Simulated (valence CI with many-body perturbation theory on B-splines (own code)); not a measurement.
## Energy levels of Ag XLI

Method: relativistic CI+MBPT: five valence electrons over a frozen Dirac-Fock core [He], a basis of 11 s, 11 p, 10 d, 8 f, 5 g, 2 h functions for each j, with the one-electron correlation potential Σ1 (screened to all orders), the two-electron term Σ2, the three-electron term Σ3, Breit, model QED; selected single and double excitations, second order for the rest, scaled by the run's own slope (own B-spline code, finite nucleus).

No measured spectrum was set against this ion. As an estimate, large intervals hold to a few tenths of a per cent, small ones and those within an open d or f shell to about a per cent. Among the levels kept, up to 7100 cm⁻¹ of a level comes from second order outside the variational space, and about a tenth of that is noise between levels of different J, which matters for small intervals.

Levels 136 to 180 of 206, with energies above the lowest level, (2s^2 2p1/2^2 2p3/2) J=3/2. "Leading %" is the weight of the configuration and term that name the level; weights of strongly mixed levels are sums over their largest components and can fall short. In the jj column 3d3/2^4 stands for four electrons in 3d with j = 3/2. Lifetimes count E1, E2, E3, M1 and M2 decay at the calculated energies, and are blank where another channel may lead or the interval is too uncertain; long ones can be off by a factor of two.

| No. | Configuration | Term | J | E (Ry) | Leading % | Leading jj | Lifetime |
| --- | --- | --- | --- | --- | --- | --- | --- |
| 136 | 2s 2p3 3p | 4P | 3/2 | 298.53 | 32 | 2s 2p1/2 2p3/2^2 3p3/2 (98 %) | 38.2 fs |
| 137 | 2s 2p3 3d | 6D° | 7/2 | 298.61 | 36 | 2s 2p1/2 2p3/2^2 3d3/2 (55 %) | 14.6 fs |
| 138 | 2s 2p3 3d | 6D° | 9/2 | 298.95 | 40 | 2s 2p1/2 2p3/2^2 3d5/2 (93 %) | 12.8 ps |
| 139 | 2s 2p3 3p | 4P | 5/2 | 298.97 | 46 | 2s 2p1/2 2p3/2^2 3p3/2 (94 %) | 24.9 fs |
| 140 | 2s 2p3 3p | 2P | 1/2 | 299.25 | 65 | 2s 2p1/2 2p3/2^2 3p3/2 (93 %) | 66.9 fs |
| 141 | 2s 2p3 3d | 4D° | 7/2 | 299.33 | 54 | 2s 2p1/2 2p3/2^2 3d5/2 (57 %) | 51.6 fs |
| 142 | 2s 2p3 3p | 4P | 3/2 | 299.43 | 29 | 2s 2p1/2 2p3/2^2 3p3/2 (96 %) | 31.2 fs |
| 143 | 2s 2p3 3p | 2F | 7/2 | 299.76 | 74 | 2s 2p1/2 2p3/2^2 3p3/2 (95 %) | 22.5 fs |
| 144 | 2s 2p3 3p | 2D | 5/2 | 300.17 | 40 | 2s 2p1/2 2p3/2^2 3p3/2 (95 %) | 100 fs |
| 145 | 2s 2p3 3p | 2P | 1/2 | 300.17 | 46 | 2s 2p1/2 2p3/2^2 3p3/2 (94 %) | 15.1 fs |
| 146 | 2s 2p3 3d | 4D° | 1/2 | 300.31 | 49 | 2s 2p1/2 2p3/2^2 3d5/2 (90 %) | 9.76 fs |
| 147 | 2s 2p3 3d | 4F° | 9/2 | 300.42 | 46 | 2s 2p1/2 2p3/2^2 3d3/2 (80 %) | 4.87 ps |
| 148 | 2s 2p3 3p | 2D | 5/2 | 300.44 | 44 | 2s 2p1/2 2p3/2^2 3p3/2 (94 %) | 158 fs |
| 149 | 2s 2p3 3p | 2P | 3/2 | 300.49 | 37 | 2s 2p1/2 2p3/2^2 3p3/2 (95 %) | 37.7 fs |
| 150 | 2s 2p3 3d | 4P° | 5/2 | 300.56 | 38 | 2s 2p1/2 2p3/2^2 3d5/2 (65 %) | 5.16 fs |
| 151 | 2s 2p3 3d | 4D° | 7/2 | 300.78 | 50 | 2s 2p1/2 2p3/2^2 3d3/2 (81 %) | 5.38 fs |
| 152 | 2s 2p3 3d | 4D° | 3/2 | 300.81 | 30 | 2s 2p1/2 2p3/2^2 3d5/2 (82 %) | 4.93 fs |
| 153 | 2s 2p3 3d | 4G° | 11/2 | 301.11 | 100 | 2s 2p1/2 2p3/2^2 3d5/2 (100 %) | 16.6 ps |
| 154 | 2s 2p3 3d | 4D° | 5/2 | 301.14 | 66 | 2s 2p1/2 2p3/2^2 3d3/2 (73 %) | 3.76 fs |
| 155 | 2s 2p3 3d | 4P° | 3/2 | 301.32 | 51 | 2s 2p1/2 2p3/2^2 3d3/2 (89 %) | 3.34 fs |
| 156 | 2s 2p3 3p | 2P | 1/2 | 301.34 | 63 | 2s 2p1/2 2p3/2^2 3p3/2 (94 %) | 49.1 fs |
| 157 | 2s 2p3 3d | 2G° | 9/2 | 301.35 | 55 | 2s 2p1/2 2p3/2^2 3d5/2 (82 %) | 2.77 ps |
| 158 | 2s 2p3 3p | 2D | 3/2 | 301.46 | 42 | 2s 2p1/2 2p3/2^2 3p3/2 (92 %) | 33.8 fs |
| 159 | 2s 2p3 3d | 2S° | 1/2 | 302.10 | 47 | 2s 2p1/2 2p3/2^2 3d5/2 (93 %) | 8.17 fs |
| 160 | 2s 2p3 3d | 2P° | 3/2 | 302.64 | 43 | 2s 2p1/2 2p3/2^2 3d5/2 (85 %) | 4.97 fs |
| 161 | 2s 2p3 3d | 2F° | 7/2 | 302.73 | 57 | 2s 2p1/2 2p3/2^2 3d5/2 (76 %) | 7.15 fs |
| 162 | 2s 2p3 3d | 2D° | 5/2 | 302.74 | 31 | 2s 2p1/2 2p3/2^2 3d5/2 (57 %) | 5.60 fs |
| 163 | 2s 2p3 3d | 4F° | 3/2 | 302.87 | 59 | 2s 2p1/2 2p3/2^2 3d3/2 (88 %) | 15.2 fs |
| 164 | 2s 2p3 3s | 4P° | 5/2 | 303.23 | 30 | 2s 2p3/2^3 3s (56 %) | 43.3 fs |
| 165 | 2s 2p3 3d | 4D° | 1/2 | 303.63 | 54 | 2s 2p1/2 2p3/2^2 3d3/2 (90 %) | 8.66 fs |
| 166 | 2s 2p3 3d | 4F° | 5/2 | 303.70 | 27 | 2s 2p1/2 2p3/2^2 3d3/2 (52 %) | 10.4 fs |
| 167 | 2s 2p3 3d | 2D° | 3/2 | 303.82 | 37 | 2s 2p1/2 2p3/2^2 3d3/2 (91 %) | 55.5 fs |
| 168 | 2s 2p3 3s | 2P° | 3/2 | 304.07 | 39 | 2s 2p3/2^3 3s (91 %) | 31.7 fs |
| 169 | 2s 2p3 3d | 4D° | 5/2 | 304.07 | 32 | 2s 2p1/2 2p3/2^2 3d5/2 (61 %) | 15.7 fs |
| 170 | 2s 2p3 3d | 2G° | 7/2 | 304.21 | 50 | 2s 2p1/2 2p3/2^2 3d3/2 (78 %) | 161 fs |
| 171 | 2s 2p3 3d | 4D° | 7/2 | 304.58 | 44 | 2s 2p1/2 2p3/2^2 3d5/2 (88 %) | 24.2 fs |
| 172 | 2s 2p3 3d | 2D° | 5/2 | 304.64 | 45 | 2s 2p1/2 2p3/2^2 3d3/2 (52 %) | 47.3 fs |
| 173 | 2s 2p3 3d | 2D° | 3/2 | 304.70 | 30 | 2s 2p1/2 2p3/2^2 3d3/2 (52 %) | 4.76 fs |
| 174 | 2p4 3s | 4P | 5/2 | 304.74 | 70 | 2p1/2^2 2p3/2^2 3s (94 %) | 144 fs |
| 175 | 2s 2p3 3d | 4D° | 5/2 | 305.03 | 43 | 2s 2p1/2 2p3/2^2 3d5/2 (54 %) | 9.00 fs |
| 176 | 2s 2p3 3d | 2D° | 5/2 | 305.19 | 40 | 2s 2p1/2 2p3/2^2 3d3/2 (69 %) | 3.78 fs |
| 177 | 2s 2p3 3d | 2P° | 1/2 | 305.31 | 55 | 2s 2p1/2 2p3/2^2 3d3/2 (85 %) | 3.88 fs |
| 178 | 2p4 3s | 2P | 3/2 | 305.32 | 53 | 2p1/2^2 2p3/2^2 3s (94 %) | 31.9 fs |
| 179 | 2s 2p3 3d | 2G° | 9/2 | 305.32 | 77 | 2s 2p1/2 2p3/2^2 3d5/2 (94 %) | 1.14 ps |
| 180 | 2s 2p3 3d | 2D° | 3/2 | 305.43 | 35 | 2s 2p1/2 2p3/2^2 3d3/2 (94 %) | 3.76 fs |
